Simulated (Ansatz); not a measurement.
## Abstraction of F: Mg(CH3)F + CHBrCl → CH3Mg + CHBrClF

Species: Mg(CH3)F, singlet; CHBrCl `Cl[CH]Br`, doublet; CH3Mg `[CH3][Mg]`, doublet; CHBrClF (bromochlorofluoromethane) `FC(Cl)Br`, singlet. A radical takes F: the energy is the difference in strength between the Mg–F bond broken and the C–F bond made.

Shapes, held fixed at every level: PBE0-D4/def2-TZVP. Programs: Ansatz 0.2.0. The zero-point and thermal change to 298 K, harmonic and unscaled (PBE0-D4/def2-TZVP), is +5.7 kJ/mol.

| level | kind | ΔH(298 K) (kJ/mol) | less CCSD(T)/def2-TZVPP |
| --- | --- | --- | --- |
| MP2/def2-SVP | perturbation theory | +146.1 | +5.1 |
| HF/def2-SVP | Hartree–Fock | +156.2 | +15.2 |
| PBE-D4/def2-TZVPP | GGA | +126.7 | -14.3 |
| wB97X-V/def2-TZVPP | range-separated hybrid | +145.1 | +4.1 |
| B2PLYP/def2-TZVPP | double hybrid | +150.1 | +9.1 |
| CCSD(T)/def2-SVP | coupled cluster or CI | +146.8 | +5.8 |
| CCSD(T)/def2-TZVPP | coupled cluster or CI | +141.0 | 0.0 |

The highest level, CCSD(T)/def2-TZVPP, gives ΔH(298 K) = +141.0 kJ/mol; the levels span +126.7 to +156.2. The column of differences is taken from that level and isn't an error. No measured value is set beside it here. Open shells run unrestricted. Relativity is left out for Br. Outer-core shells of Br, Mg are correlated in most correlated rows, in sets that cover them unevenly.
